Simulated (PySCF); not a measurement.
# Cobalt: a sound run and one with changed settings

Sound run: Co²⁺ [Ar] 3d7, Co³⁺ [Ar] 3d6. Computed with PySCF 2.14 in pcseg-2, with no relativity, point nucleus. In the sound run the correlated levels freeze [Ar]. The sound run starts from symmetry-adapted Hartree-Fock orbitals and uses a fine grid where one is needed.

Changed run: scalar relativity by spin-free X2C-1e. This setting is unsound on purpose.

| species | method | sound run (hartree) | changed run (hartree) | converged |
| --- | --- | --- | --- | --- |
| Co²⁺ | UHF | -1380.58409 | -1389.20631 | yes |
| Co²⁺ | BP86 | -1382.01153 | -1390.62835 | yes |
| Co²⁺ | r2SCAN | -1381.79968 | -1390.41734 | yes |
| Co²⁺ | MP2 | -1380.73599 | -1389.35958 | yes |
| Co³⁺ | UHF | -1379.43280 | -1388.06515 | yes |
| Co³⁺ | BP86 | -1380.74335 | -1389.36949 | yes |
| Co³⁺ | r2SCAN | -1380.55151 | -1389.17877 | yes |
| Co³⁺ | MP2 | -1379.52263 | -1388.15560 | yes |

Ionisation energy of Co²⁺:

| method | sound run (eV) | changed run (eV) |
| --- | --- | --- |
| UHF | 31.328 | 31.052 |
| BP86 | 34.509 | 34.255 |
| r2SCAN | 33.964 | 33.703 |
| MP2 | 33.017 | 32.762 |
| SCS-MP2 | 33.040 | 32.785 |

Most of the change in total energy is the relativistic energy itself. On top of that the contraction fixes the core shape for the Hamiltonian it was made with, so the changed run is not a good calculation with the other Hamiltonian either.

For comparison, NIST gives 33.5 ± 0.06 eV between the lowest levels.
